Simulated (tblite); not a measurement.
Compound: C4H10BBrO2.
Bonds: C1–C2, C2–C3, C2–C4, C2–O5, O5–B6, B6–O7, B6–Br8. Hydrogens: H9, H10, H11 on C1; H12, H13, H14 on C3; H15, H16, H17 on C4; H18 on O7.

Computed with GFN2-xTB (tblite), gas phase: L-BFGS steps from a force-field or distance-geometry start until the largest atomic force falls under 0.01 eV/Å.

Step 21: E = -741.3907 eV
```
atom  x, y, z in Å  |  force x, y, z in eV/Å
C1     -0.5720   -0.5910   -1.2897   -0.050   0.001  -0.029
C2     -0.4639   -0.0713    0.1482   -0.143  -0.046  -0.006
C3     -0.9252    1.3912    0.2718   -0.099  -0.011  -0.035
C4     -1.2268   -0.9826    1.1168   -0.108  -0.045   0.042
O5      0.8966   -0.1239    0.5422    0.344   0.117   0.089
B6      2.0890    0.1873    0.0702   -0.093  -0.017   0.130
O7      2.7758   -0.6086   -0.7576    0.338   0.138  -0.026
Br8     2.8372    1.8383    0.8094    0.153  -0.278  -0.186
H9     -0.1850   -1.6085   -1.3392   -0.048   0.046   0.026
H10    -1.6050   -0.5869   -1.6315    0.048   0.032   0.056
H11     0.0305    0.0212   -1.9614   -0.083   0.027   0.057
H12    -1.9877    1.4706    0.0575    0.000  -0.033  -0.034
H13    -0.3807    2.0336   -0.4223   -0.026  -0.123   0.023
H14    -0.7505    1.7696    1.2802    0.024  -0.140  -0.078
H15    -2.2920   -0.9814    0.9045   -0.001   0.086  -0.109
H16    -0.8660   -2.0066    1.0300    0.052   0.078   0.000
H17    -1.0890   -0.6554    2.1463    0.084   0.037  -0.090
H18     3.7061   -0.4894   -0.9870   -0.392   0.132   0.170
```

Step 22: E = -741.4068 eV
```
atom  x, y, z in Å  |  force x, y, z in eV/Å
C1     -0.5751   -0.5872   -1.2868   -0.019  -0.057  -0.095
C2     -0.4659   -0.0716    0.1489   -0.097  -0.033  -0.013
C3     -0.9286    1.3867    0.2680   -0.098   0.065  -0.003
C4     -1.2261   -0.9812    1.1161   -0.091  -0.058   0.059
O5      0.8932   -0.1178    0.5504    0.275   0.081   0.032
B6      2.0810    0.1742    0.0647    0.069   0.078   0.211
O7      2.7818   -0.6192   -0.7527   -0.027   0.098   0.014
Br8     2.8553    1.8200    0.8026    0.129  -0.260  -0.180
H9     -0.1878   -1.6015   -1.3416   -0.029  -0.064   0.045
H10    -1.6070   -0.5853   -1.6281    0.013   0.047   0.052
H11     0.0278    0.0177   -1.9624   -0.068   0.107   0.043
H12    -1.9906    1.4628    0.0552   -0.024  -0.011  -0.045
H13    -0.3828    2.0338   -0.4184   -0.021  -0.122  -0.065
H14    -0.7503    1.7681    1.2719   -0.002  -0.127   0.033
H15    -2.2893   -0.9781    0.9008   -0.046   0.062  -0.082
H16    -0.8612   -2.0026    1.0312    0.038   0.031  -0.013
H17    -1.0826   -0.6533    2.1436    0.051   0.051  -0.056
H18     3.6996   -0.4590   -0.9750   -0.054   0.112   0.062
```

Step 23: E = -741.4172 eV
```
atom  x, y, z in Å  |  force x, y, z in eV/Å
C1     -0.5785   -0.5848   -1.2878    0.016  -0.066  -0.057
C2     -0.4694   -0.0705    0.1476   -0.020  -0.032  -0.002
C3     -0.9342    1.3864    0.2644   -0.065   0.030   0.013
C4     -1.2242   -0.9805    1.1170   -0.072  -0.031   0.017
O5      0.8895   -0.1088    0.5556    0.178   0.054   0.007
B6      2.0769    0.1626    0.0646    0.140   0.070   0.221
O7      2.7861   -0.6348   -0.7434    0.056   0.153  -0.053
Br8     2.8756    1.7917    0.7939    0.149  -0.149  -0.127
H9     -0.1908   -1.5975   -1.3437   -0.026  -0.119   0.047
H10    -1.6110   -0.5822   -1.6241   -0.007   0.046   0.023
H11     0.0254    0.0169   -1.9641   -0.072   0.142   0.030
H12    -1.9957    1.4532    0.0515   -0.047   0.038  -0.048
H13    -0.3861    2.0345   -0.4177   -0.037  -0.113  -0.113
H14    -0.7523    1.7677    1.2664   -0.033  -0.112   0.085
H15    -2.2856   -0.9760    0.8991   -0.090   0.035  -0.053
H16    -0.8550   -1.9995    1.0317    0.027   0.003  -0.014
H17    -1.0755   -0.6500    2.1420    0.027   0.053  -0.029
H18     3.6961   -0.4220   -0.9646   -0.124   0.000   0.054
```

Question: Estimate the geometry and energy of step 24. (The exact step hangs on the optimiser's Hessian estimate; all steps are aligned on step 23, rigid shifts and turns removed.)

Answer: E = -741.4247 eV, largest force 0.286 eV/Å
```
atom  x, y, z in Å  |  force x, y, z in eV/Å
C1     -0.5789   -0.5849   -1.2874    0.033  -0.057  -0.013
C2     -0.4708   -0.0721    0.1480    0.077  -0.020   0.001
C3     -0.9364    1.3840    0.2631   -0.024  -0.013   0.018
C4     -1.2261   -0.9808    1.1171   -0.021   0.004  -0.027
O5      0.8910   -0.1032    0.5600   -0.051   0.013   0.031
B6      2.0767    0.1609    0.0695    0.198   0.030   0.127
O7      2.7872   -0.6314   -0.7432   -0.286   0.006  -0.008
Br8     2.8877    1.7742    0.7816    0.201   0.018  -0.027
H9     -0.1924   -1.5972   -1.3438   -0.014  -0.140   0.033
H10    -1.6115   -0.5802   -1.6195   -0.043   0.036   0.000
H11     0.0223    0.0188   -1.9630   -0.052   0.144   0.012
H12    -1.9966    1.4480    0.0492   -0.077   0.061  -0.045
H13    -0.3859    2.0297   -0.4179   -0.036  -0.084  -0.137
H14    -0.7509    1.7619    1.2645   -0.054  -0.080   0.115
H15    -2.2860   -0.9711    0.8930   -0.089   0.007  -0.015
H16    -0.8534   -1.9979    1.0319    0.002  -0.026  -0.011
H17    -1.0726   -0.6469    2.1395   -0.007   0.046   0.000
H18     3.6879   -0.4053   -0.9542    0.241   0.054  -0.056
```

The energy changes by -0.0075 eV. The first-order estimate −F·Δx gives -0.0125 eV and the mean of the old and new forces, exact on a quadratic surface, -0.0074 eV. The step makes an angle of 56° with the force vector and moves no atom by more than 0.025 Å.

The cost below is that of the whole relaxation. Hardware: one thread, Arm Neoverse N1 (aarch64), on a shared host. Cost: 2.1 s.
